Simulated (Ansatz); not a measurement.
Relaxation of CHCl2F3Ga (8 atoms, charge 0, multiplicity 2), to a largest force component of 0.03 eV/Å in at most 50 steps.

Level of theory: UKS PBE/def2-SVP (Ansatz 0.2.0).

```xyz
8
Properties=species:S:1:pos:R:3
Ga 0.000 0.000 -0.279
H 0.001 0.000 1.293
Cl 1.856 0.000 -1.388
Cl -1.855 0.000 -1.387
C 0.000 0.000 3.600
F -0.685 -1.067 3.998
F 1.266 -0.060 3.996
F -0.581 1.127 3.998
```

Q: Where does it end, and by what steps?

A: The forces met the threshold. The force dipped under the threshold on the way, but the program's further checks kept it going. After 17 steps the energy has fallen by 1.266 eV; H2 moved furthest, 1.15 Å. Parted: Ga1–H2 (1.57 → 3.14 Å). Joined: H2–C5 (2.31 → 1.12 Å).

```
step  energy less start (eV)  largest force component (eV/Å)  accepted
   0                  0.0000                           0.119       yes
   1                 -0.0181                           0.257       yes
   2                 -0.0480                           0.518       yes
   3                 -0.1100                           0.926       yes
   4                 -0.2203                           1.439       yes
   5                 -0.3896                           1.944       yes
   6                 -0.9048                           1.797       yes
   7                 -0.8801                           4.847        no
   8                 -1.0824                           1.009       yes
   9                 -1.1649                           0.265       yes
  10                 -1.2083                           0.585       yes
  11                 -1.2435                           0.246       yes
  12                 -1.2584                           0.051       yes
  13                 -1.2638                           0.064       yes
  14                 -1.2635                           0.367        no
  15                 -1.2642                           0.011       yes
  16                 -1.2657                           0.020       yes
  17                 -1.2660                           0.005       yes
```

```xyz
8
Properties=species:S:1:pos:R:3
Ga 0.002 -0.001 -0.692
H -0.006 0.001 2.445
Cl 1.903 0.000 -1.780
Cl -1.900 -0.001 -1.776
C -0.001 0.000 3.562
F -0.682 -1.062 4.026
F 1.261 -0.060 4.019
F -0.578 1.122 4.027
```

Whether the end is a true minimum wasn't checked by a vibrational analysis.

Run time: 55 s on 4 threads of Arm Neoverse V1, with other jobs on the host, peak memory 0.25 GiB.
